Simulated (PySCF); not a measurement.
## Correlation energy of Tc²⁸⁺ (technetium, charge +28)

[Ne] 3s2 3p3, high-spin 4S determinant. Computed with PySCF 2.14 in an even-tempered Gaussian basis (18 s from 3.9 bohr⁻², ratio 2.5; 12 p from 5 bohr⁻², ratio 2.5; 5 d from 22 bohr⁻², ratio 2.7; 4 f from 32 bohr⁻², ratio 2.7), with scalar relativity by spin-free X2C-1e. Frozen: 1s2; 13 electrons correlated; the 22 highest virtual orbitals of each spin left out.

```tsv
level	correlation energy (mhartree)
CCSD	-510.99
(T)	-1.21
CCSD(T)	-512.20
```

Diagnostics: T1 = 0.00044, D1 = 0.0014, largest double amplitude 0.027.

Spin-orbit coupling is strong in this species (close to jj coupling), so the high-spin LS determinant is a model state, not a physical level.

Cost of the coupled-cluster step: roughly 30 core-seconds, for 13 correlated electrons.

Iterations:

```
CC2 = 0
CCSD nocc = (np.int64(8), np.int64(5)), nmo = (84, 84)
frozen orbitals [[0, 85, 86, 87, 88, 89, 90, 91, 92, 93, 94, 95, 96, 97, 98, 99, 100, 101, 102, 103, 104, 105, 106], [0, 85, 86, 87, 88, 89, 90, 91, 92, 93, 94, 95, 96, 97, 98, 99, 100, 101, 102, 103, 104, 105, 106]]
max_cycle = 100
direct = 0
conv_tol = 1e-08
conv_tol_normt = 1e-06
diis_space = 8
diis_start_cycle = 0
Init t2, MP2 energy = -0.496457163145431
Init E_corr(UCCSD) = -0.496457163145478
cycle = 1  E_corr(UCCSD) = -0.507934625703597  dE = -0.0114774626  norm(t1,t2) = 0.0110318
cycle = 2  E_corr(UCCSD) = -0.510344834332642  dE = -0.00241020863  norm(t1,t2) = 0.00249922
cycle = 3  E_corr(UCCSD) = -0.510991692661657  dE = -0.000646858329  norm(t1,t2) = 0.000592937
cycle = 4  E_corr(UCCSD) = -0.510987099430896  dE = 4.59323076e-06  norm(t1,t2) = 2.11302e-05
cycle = 5  E_corr(UCCSD) = -0.510987040269481  dE = 5.91614152e-08  norm(t1,t2) = 2.80022e-07
cycle = 6  E_corr(UCCSD) = -0.510987058669384  dE = -1.83999033e-08  norm(t1,t2) = 1.54395e-08
cycle = 7  E_corr(UCCSD) = -0.510987058468196  dE = 2.01187955e-10  norm(t1,t2) = 1.12062e-09
UCCSD converged
E(UCCSD) = -3725.167298687358  E_corr = -0.5109870584681961
UCCSD(T) correction = -0.00121068779395244
```

At this charge the one-electron X2C treatment keeps the bare 1/r₁₂, with no two-electron picture change or Breit term. The effect here is smaller than on the frozen 1s shell; and a scalar Hamiltonian misses the large spin-orbit splitting of the p shells, which matters for ns² → np² pairs.

Spin-orbit coupling is strong in this species, so the high-spin LS determinant is a model state.
